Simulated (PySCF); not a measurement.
PySCF 2.14 output of an unrestricted B3LYP calculation on a single atom or ion in x2c-TZVPPall (11s7p7d4f2g, 113 functions), with the spin-free X2C one-electron Hamiltonian (Gaussian nucleus):

```
SCF conv_tol = 1e-09
number electrons alpha = 34  beta = 28
    P. J. Stephens, F. J. Devlin, C. F. Chabalowski, and M. J. Frisch.,  J. Phys. Chem. 98, 11623 (1994)
cycle= 1 E= -10426.5916595293  delta_E= -0.0265  |g|= 0.0957  |ddm|= 0.707
cycle= 2 E= -10426.593356071  delta_E= -0.0017  |g|= 0.0943  |ddm|= 0.211
cycle= 3 E= -10426.5949908261  delta_E= -0.00163  |g|= 0.0109  |ddm|= 0.105
cycle= 4 E= -10426.5962195226  delta_E= -0.00123  |g|= 0.00902  |ddm|= 0.141
cycle= 5 E= -10426.5969514683  delta_E= -0.000732  |g|= 0.00765  |ddm|= 0.106
cycle= 6 E= -10426.597983187  delta_E= -0.00103  |g|= 0.00229  |ddm|= 0.323
cycle= 7 E= -10426.5979549596  delta_E= 2.82e-05  |g|= 0.00201  |ddm|= 0.0536
cycle= 8 E= -10426.59799727  delta_E= -4.23e-05  |g|= 0.000599  |ddm|= 0.0444
cycle= 9 E= -10426.5980016965  delta_E= -4.43e-06  |g|= 0.000352  |ddm|= 0.0172
cycle= 10 E= -10426.5980025314  delta_E= -8.35e-07  |g|= 7.16e-05  |ddm|= 0.0103
cycle= 11 E= -10426.5980025789  delta_E= -4.74e-08  |g|= 2.14e-05  |ddm|= 0.0023
cycle= 12 E= -10426.5980025821  delta_E= -3.27e-09  |g|= 4.15e-06  |ddm|= 0.000392
cycle= 13 E= -10426.5980025822  delta_E= -1.29e-10  |g|= 1.72e-06  |ddm|= 0.000103
converged SCF energy = -10426.5980025822  <S^2> = 12.563831  2S+1 = 7.1592825
```

The run itself started from symmetry-adapted Hartree-Fock orbitals and held the occupation by maximum overlap, on a logarithmic radial grid, so the iterations belong to that start.

**Question.** Which element, charge and spin multiplicity is this?

**Answer.** Sm (samarium, neutral), multiplicity 7; the state was [Xe] 4f5 6s2 6p1, one real determinant (an excited configuration).

⟨L²⟩ = 28.04 against 42 for a pure I term, so this real determinant mixes terms. Spin-orbit coupling, absent here, splits the open shell strongly. ⟨S²⟩ = 12.56 against 12.00 shows spin contamination. The s, p, d and f populations moved away from the nominal configuration during the SCF.
